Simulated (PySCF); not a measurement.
The same groups moved round the core (butadiene chloro+silyl). Isolated molecules, 0 K electronic values unless said otherwise. One relaxed conformer stands for each flexible species; it need not be the lowest. Strings in code marks are SMILES.

Calculation: TPSSh-D3(BJ)/def2-TZVP // CAM-B3LYP-D3(BJ)/def2-TZVP (PySCF). Delta-SCF ions had no search for a lower state. 

```
species                                       vertical ionisation energy (Delta-SCF) (eV)  LUMO (eV)
--------------------------------------------  -------------------------------------------  ---------
`C=C([SiH3])/C=C/Cl` (Si–C–C–C torsion 0°)                                           8.63      -1.68
`C=C([SiH3])/C=C\Cl` (Si–C–C–C torsion 129°)                                         8.79        ___
`C=C/C(=C/[SiH3])Cl` (C–C–C–Cl torsion 0°)                                           8.82      -1.98
`C=C/C(Cl)=C\[SiH3]` (C–C–C–Cl torsion 0°)                                           8.84        ___
`C=C/C([SiH3])=C\Cl` (C–C–C–Si torsion 0°)                                           8.69      -1.74
`[SiH3]/C=C/C=C\Cl` (C–C–C–C torsion 180°)                                           8.59        ___
```

Fill in the missing entries.


- `C=C([SiH3])/C=C\Cl` (Si–C–C–C torsion 129°), LUMO (eV): -1.47
- `C=C/C(Cl)=C\[SiH3]` (C–C–C–Cl torsion 0°), LUMO (eV): -2.05
- `[SiH3]/C=C/C=C\Cl` (C–C–C–C torsion 180°), LUMO (eV): -1.89
